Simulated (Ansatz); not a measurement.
Input file for Ansatz (a program for electronic structure): R-PBE0/def2-TZVPP on BFH4N2 (SMILES NB(N)F), a point of a torsion scan.

Ansatz 0.2 input:
```yaml
crystal:
  periodic: [false, false, false]
  atoms:
    - {symbol: N, position_ang: [1.27670080, -0.31443397, 0.30952428]}
    - {symbol: B, position_ang: [0.35755600, 0.71980174, 0.04810453]}
    - {symbol: N, position_ang: [-0.30579162, 0.89854662, -1.17154353]}
    - {symbol: F, position_ang: [0.18854619, 1.66792727, 0.99119243]}
    - {symbol: H, position_ang: [1.45152056, -0.61470846, 1.25158206]}
    - {symbol: H, position_ang: [1.42216178, -1.05417859, -0.35389242]}
    - {symbol: H, position_ang: [-0.85934997, 1.71523357, -1.35291160]}
    - {symbol: H, position_ang: [-0.21337448, 0.28668041, -1.95946956]}
basis:
  gaussian:
    orbitals: def2-TZVPP
hamiltonian:
  xc: {name: PBE0}
scf: {lower_state_search: off}
```

### Question
Give the final energy of this run.

### Answer
-236.6025 hartree.
